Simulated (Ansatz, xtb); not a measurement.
# Isomers of F2H2Si2 in order of energy

6 gas-phase structures of F2H2Si2, found in a search over its isomers (lower ones may exist). Each was relaxed with GFN2-xTB; where two conformers were screened, the lower at r2SCAN-D4/def2-SVP is listed:

A. a singlet given by its coordinates
B. a singlet given by its coordinates
C. `F[SiH](F)[SiH]`, a triplet
D. `F[Si][SiH2]F`, a singlet
E. `F[SiH](F)[SiH]`, a singlet
F. `F[Si][SiH2]F`, a triplet

B (Å):

```tsv
atom	x (Å)	y (Å)	z (Å)
F	-1.6775	0.4505	2.6217
F	-0.8086	-1.2809	4.0136
Si	-0.3342	-0.4395	2.7206
Si	0.0743	-1.6734	0.9217
H	0.4736	-0.8214	-0.2160
H	1.2961	-2.4823	1.1030
```

Close contacts (Å): F1–Si3 1.61, F2–Si3 1.61, Si3–Si4 2.22, Si4–H5 1.48, Si4–H6 1.48.

A (Å):

```xyz
6

F    -0.3665    1.0994    2.3466
F     0.0659   -3.1861    1.3612
Si   -0.5840   -0.4777    2.7043
Si    0.2788   -1.6085    1.0010
H     0.0185   -0.4432    4.0440
H    -0.3325   -1.6438   -0.3348
```

Close contacts (Å): F1–Si3 1.63, F2–Si4 1.63, Si3–Si4 2.22, Si3–H5 1.47, Si4–H6 1.47.

Problem. Make a reasoned guess at their ranking by r2SCAN-D4/def2-SVP single-point energy.

Solution. Calculated order at r2SCAN-D4/def2-SVP: B (0.0), D (6.6), C (8.4), E (8.5), A (9.5), F (23.1) kcal/mol. Less than 1 kcal/mol parts C and E, so the order within that pair means little.

Energies above the lowest of each column, in kcal/mol; the last columns are at B3LYP/6-31G* geometries and were run for some of them only (a dash: not run or not comparable):

| structure | GFN2-xTB | HF/STO-3G | r2SCAN-D4/def2-SVP | B3LYP/6-31G* | CCSD(T)/def2-TZVP |
| --- | --- | --- | --- | --- | --- |
| B | 11.9 | 14.5 | 0.0 | 0.0 | 0.0 |
| D | 0.0 | 0.0 | 6.6 | 3.7 | 3.8 |
| C | – | 17.3 | 8.4 | 16.2 | – |
| E | 2.8 | 17.1 | 8.5 | 4.5 | 2.6 |
| A | 8.1 | 25.2 | 9.5 | – | – |
| F | – | 23.5 | 23.1 | – | – |

CCSD(T)/def2-TZVP puts B lowest of those it was run on; GFN2-xTB picks D, HF/STO-3G picks D. CCSD(T)/def2-TZVP orders those it was run on as B (0.0), E (2.6), D (3.8) kcal/mol. Some further structures that were screened fall inside this span and aren't listed. Flexible structures stand in one conformer each, not always the lowest. Frequencies (B3LYP/6-31G*) were run for B, D, E alone. GFN2-xTB has no spin polarisation and isn't compared across spin states. Open shells are spin-unrestricted.

Over these structures GFN2-xTB departs from r2SCAN-D4/def2-SVP by 6.2 kcal/mol on average once a common shift is removed. A GFN2-xTB relaxation took about 0.11 s and the r2SCAN-D4/def2-SVP energy about 2 s on a shared host (Ansatz 0.2.0, xtb 6.7.1 (Pople sets with spherical d functions)).
